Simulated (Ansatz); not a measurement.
Mulliken charges of CH$_{5}$AlOS, SMILES `[CH3][Al]([OH])[SH]` from PBE/def2-TZVPP in Ansatz (PBE0-D4/def2-TZVP geometry).

| atom | x (Å) | y (Å) | z (Å) | charge (e) |
| --- | --- | --- | --- | --- |
| C1 | -0.068 | 0.820 | -1.118 | -0.441 |
| Al2 | 0.233 | -0.408 | 0.350 | 0.492 |
| O3 | 1.608 | -1.396 | 0.346 | -0.363 |
| S4 | -1.137 | -0.593 | 2.050 | -0.292 |
| H5 | -1.009 | 0.602 | -1.630 | 0.103 |
| H6 | -0.128 | 1.854 | -0.764 | 0.102 |
| H7 | 0.739 | 0.759 | -1.851 | 0.113 |
| H8 | 1.824 | -2.026 | 1.032 | 0.172 |
| H9 | -1.973 | 0.342 | 1.568 | 0.114 |

Problem. By hand: the dipole of these point charges (1 e Å = 4.8032 D).

Solution. Σ q r = (-0.052, 0.145, -0.158) e Å, of length 0.221 e Å = 1.06 D.

Problem. How does the dipole of the full density compare? (Estimate.)

Solution. Ansatz gave: (-0.042, 0.091, -0.088) e Å, 0.64 D; the point charges give 1.66 times that, at 6° from its direction.

Point charges leave out the atoms' own dipoles, such as those of lone pairs, and Mulliken's split depends on the basis, so the two needn't agree.
